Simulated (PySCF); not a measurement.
## Radial density of Be⁺ (beryllium, charge +1)

UHF, [He] 2p1, 2P determinant (an excited configuration). Calculation: PySCF 2.14, in aug-cc-pV5Z (7s6p5d4f3g2h, 127 functions); no relativity, point nucleus.

```csv
r (bohr),4πr²ρ (e/bohr),4πr²(ρα − ρβ)
0.00548,0.01238,0.0000
0.00922,0.03401,-0.0001
0.0155,0.09147,-0.0003
0.0261,0.2379,-0.0007
0.0439,0.5844,-0.0016
0.0738,1.306,-0.0035
0.124,2.494,-0.0060
0.209,3.689,-0.0052
0.351,3.613,0.0124
0.591,1.868,0.0750
0.994,0.5193,0.2219
1.67,0.4006,0.3926
2.81,0.2821,0.2821
4.73,0.04252,0.0425
7.96,0.0004214,0.0004
```

Problem. Where is the radial spin density 4πr²(ρα − ρβ) most negative, and why is it negative at all?

Solution. Around r = 0.124 bohr, down to -0.0060 e/bohr: exchange with the open shell polarises the paired shells in an unrestricted calculation.
